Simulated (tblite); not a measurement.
`C=C[P@@]1(=S)C[C@H]1C`. Structure optimised with GFN2-xTB, isolated species.

```
atom  x, y, z in Å
C1     2.8301    0.0984   -0.0448
C2     1.5550    0.2452    0.2769
P3     0.3552   -0.9805   -0.2882
S4     0.9354   -2.5731   -1.2315
C5    -1.0854   -0.9332    0.8385
C6    -1.3001   -0.2121   -0.5069
C7    -1.5944    1.2653   -0.5057
H8     3.1475   -0.7434   -0.6422
H9     3.5904    0.7942    0.2693
H10    1.1830    1.0623    0.8774
H11   -1.0449   -0.3017    1.7163
H12   -1.6306   -1.8552    0.9970
H13   -1.9121   -0.7735   -1.2106
H14   -0.9899    1.7907    0.2295
H15   -1.4020    1.7001   -1.4849
H16   -2.6448    1.4256   -0.2602
```

(1) What is the longest distance between nuclei?

(2) How far apart are these pairs, which share no bond: P3···H15, S4···H12, C5···C7, C5···H9, H8···H12, H9···H13, H12···H15?

(3) Where is the centre of mass (commonest isotopes), and what is the radius of gyration?

(4) How far are the heavy atoms from their best plane (unweighted least squares)?

(5) What are the angles C2–C1–H8, S4–P3–C6, C5–C6–H13, H15–C7–H16?

## Answers

(1) H9···H16, 6.29 Å; the next longest distance is 6.20 Å.

(2) P3···H15 3.421 Å (3 bonds apart); S4···H12 3.474 Å (3 bonds apart); C5···C7 2.627 Å (2 bonds apart); C5···H9 5.017 Å (4 bonds apart); H8···H12 5.172 Å (5 bonds apart); H9···H13 5.910 Å (5 bonds apart); H12···H15 4.342 Å (4 bonds apart).

(3) Mass 132.016 u; centre at (0.334, -0.787, -0.357) Å; Rg = √(Σ m r²/M) = 1.972 Å. As Ia + Ib + Ic = 2 Σ m r², the three principal moments sum to 1026.6 u·Å².

(4) 0.562 Å rms; C1 0.05, C2 0.27, P3 0.05, S4 0.51, C5 1.18, C6 0.29, C7 0.64 Å (magnitudes).

(5) From the scalar product of the two bond vectors; for C2–C1–H8 it is -0.7203 Å² over 1.3232 × 1.0799 Å², cos θ = -0.5041. C2–C1–H8 120.3°; S4–P3–C6 123.7°; C5–C6–H13 113.7°; H15–C7–H16 108.3°.

Its GFN2-xTB frequencies are all real (lowest 78 cm⁻¹). One conformer, not necessarily the lowest. 2 starts were optimised and ended at 0.00 and 2.38 kcal/mol (GFN2-xTB); the lowest of these is shown.

These are computed values.
